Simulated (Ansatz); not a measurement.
`C=C[SiH](F)S[SiH2]Cl` at its PBE0-D4/def2-TZVP geometry, where that method's forces vanish. Total charge 0; spin multiplicity 1.

```xyz
13

C     0.2616    2.0654   -0.0514
C    -0.7163    1.1680   -0.1493
Si   -1.0331   -0.0873    1.1609
F     0.0334    0.1580    2.3266
S    -0.8680   -2.0817    0.4252
Si    0.8914   -1.8809   -0.7510
Cl    0.4793   -1.2322   -2.6557
H     0.9153    2.1033    0.8146
H     0.4507    2.7960   -0.8324
H    -1.3403    1.1605   -1.0405
H    -2.3837   -0.0165    1.7595
H     1.8342   -0.9188   -0.1440
H     1.4756   -3.2337   -0.8625
```

**Question.** What forces (eV/Å) does r2SCAN-D4/def2-TZVPP give on these atoms in Ansatz? (An estimate is asked.)

**Answer.** The calculation gave: 
```
C1   0.150  0.158  0.007
C2  -0.161 -0.146  0.015
Si3 -0.055  0.041  0.003
F4   0.036  0.015  0.026
S5  -0.040 -0.076  0.019
Si6  0.056 -0.034  0.023
Cl7 -0.002  0.022 -0.073
H8  -0.004 -0.002 -0.010
H9   0.007 -0.002  0.007
H10  0.000  0.011 -0.011
H11  0.020  0.002 -0.014
H12 -0.006 -0.019 -0.002
H13 -0.003  0.030  0.009
```
